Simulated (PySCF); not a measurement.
**Question.** Give a PBE0-D3(BJ)/def2-SVP geometry of `[AlH2][CH2]C[SiH3]`.

**Answer.** 
```xyz
13
C2H9AlSi angstrom
Al     2.3666    0.9811    0.1926
C      0.4723    0.6403   -0.2151
C     -0.1775   -0.5791    0.4570
Si    -1.9895   -0.8163   -0.0202
H      3.1759    0.0081    1.1626
H      3.1018    2.2387   -0.4547
H     -0.0882    1.5646    0.0287
H      0.3851    0.5699   -1.3177
H      0.3650   -1.5076    0.2062
H     -0.1222   -0.5024    1.5572
H     -2.5876   -2.0185    0.6427
H     -2.7858    0.3886    0.3750
H     -2.1103   -0.9842   -1.5033
```

Orientation and origin are arbitrary. Atoms count from 1 in this order. The 4 heavy atoms lie in one plane (0.004 Å rms). Si4 (SiH3 silicon) is tetrahedral (angles from 108.0° to 111.8°). Al1 (aluminium bonded to C and 2 H) is planar (angles 120.6°, 119.8° and 119.6°, sum 360.0°, 0.00 Å off the plane of its three neighbours).

Bonds between heavy atoms (Å): Al1–C2 1.967, C2–C3 1.537, C3–Si4 1.889.

Computed, not measured: PBE0-D3(BJ)/def2-SVP geometry optimisation, gas phase in PySCF.

Stationary, but not proved a minimum. One conformer, not necessarily the lowest (H–Al1–C2–C3 1° and -179°, Al1–C2–C3–Si4 -179°).
